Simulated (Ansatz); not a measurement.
Molecule: BiBr2, charge 1, multiplicity 1. 
Geometry from a B3LYP-D3(BJ)/def2-TZVP (Ansatz, a quantum-chemistry and plane-wave program) optimisation:
```
Bi
Br 1 2.5189
Br 1 2.5189 2 101.01
```
Charge +1, spin multiplicity 1.

Basis-set convergence of Hartree-Fock and CCSD correlation energies (hartree) with Ansatz. Cores are frozen in the correlated levels unless marked. No spin-orbit coupling. The frozen core is the preceding noble-gas configuration, with the filled d and f shells of earlier blocks. Past Kr the def2 sets carry scalar-relativistic core potentials.

```csv
basis,functions,E(HF),"E(corr, CCSD)"
def2-SVPD,114,-5357.56206,-0.34490
def2-TZVPPD,170,[?],[?]
```

Complete the blanks.


- def2-TZVPPD, E(HF): -5358.20315
- def2-TZVPPD, E(corr, CCSD): -0.43664
